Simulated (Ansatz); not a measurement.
Program: Ansatz 0.2.0.

A structure relaxed at PBE0-D4/def2-TZVP, charge 0, multiplicity 1:

```xyz
8

O     0.067   -1.474   -1.400
Si    0.318   -0.520   -0.100
N    -0.922    0.467    0.476
P     0.291    1.669   -0.050
H    -0.483   -1.120   -2.103
H     1.141   -1.324    0.821
H    -1.557    0.567    1.249
H     1.146    1.734    1.107
```

**Question.** Give its formula and SMILES.

**Answer.** H4NOPSi, `O[SiH]1NP1`.

**Question.** Summarise the bond lengths by kind.

**Answer.** 1 × O–Si 1.632 Å; 1 × H–O 0.960 Å; 1 × N–Si 1.686 Å; 1 × P–Si 2.190 Å; 1 × H–Si 1.474 Å; 1 × N–P 1.787 Å; 1 × H–N 1.005 Å; 1 × H–P 1.440 Å.
